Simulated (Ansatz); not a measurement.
Ansatz (a first-principles code) input (RI-MP2/aug-cc-pV(Q+d)Z):
A basis named .json is the Basis Set Exchange file of that set.

Ansatz 0.2 input:
```yaml
crystal:
  periodic: [false, false, false]
  atoms:
    - {symbol: Si, position_ang: [0.00087221, 0.03098935, -0.00623817]}
    - {symbol: F, position_ang: [0.07261503, 1.22825044, 1.05571924]}
    - {symbol: F, position_ang: [-0.01759622, 0.72654394, -1.44922030]}
    - {symbol: C, position_ang: [-1.58969093, -0.88095563, 0.23369394]}
    - {symbol: C, position_ang: [1.53710669, -0.98733969, 0.14239482]}
    - {symbol: H, position_ang: [-2.44114960, -0.20607873, 0.12918883]}
    - {symbol: H, position_ang: [-1.63345754, -1.33126015, 1.22745941]}
    - {symbol: H, position_ang: [-1.69584211, -1.67820955, -0.50480292]}
    - {symbol: H, position_ang: [1.60803479, -1.44154652, 1.13281133]}
    - {symbol: H, position_ang: [1.54565022, -1.78849592, -0.59945100]}
    - {symbol: H, position_ang: [2.42488944, -0.37163759, -0.01289426]}
basis:
  gaussian:
    orbitals: aug-cc-pV_Q+d_Z.json
    fitting: {mean_field: def2-universal-jkfit, correlation: aug-cc-pVQZ-RIFIT.json}
magnetization: {spin_polarized: false}
correlation: {method: mp2, electrons: outside_noble_gas}
```

End of the output:

```
integrals: 1.81 GiB planned
540 factors; integrals over basis functions are off by at most 3.9e0 eV
1.64 GiB of device memory are held for the factors and their scratch space
mean field: 3.83 GiB planned
mean field evaluation 1: about -15434.6969 eV, gradient 4.6e1 eV
mean field evaluation 2: about -15438.1254 eV, gradient 2.3e1 eV
mean field evaluation 4: about -15438.9241 eV, gradient 1.2e0 eV
mean field evaluation 8: about -15438.9292 eV, gradient 1.1e-6 eV
mean field -15438.92918684 eV, -567.3701827344 hartree, gradient 1.1e-6 eV, S^2 0.000000; 0 other end points of the search recorded, 0 dependent functions left out
9 core orbitals not correlated
1346 factors; their error is unknown
reference -15438.92918684 eV, -567.3701827344 hartree; 16, 16 occupied and 660, 660 virtual orbitals, 1346 factors
second order -29.03623133 eV of doubles, -0.00000000 eV of singles
Total energy: -15467.96541817 eV, -568.4372445542 hartree
```
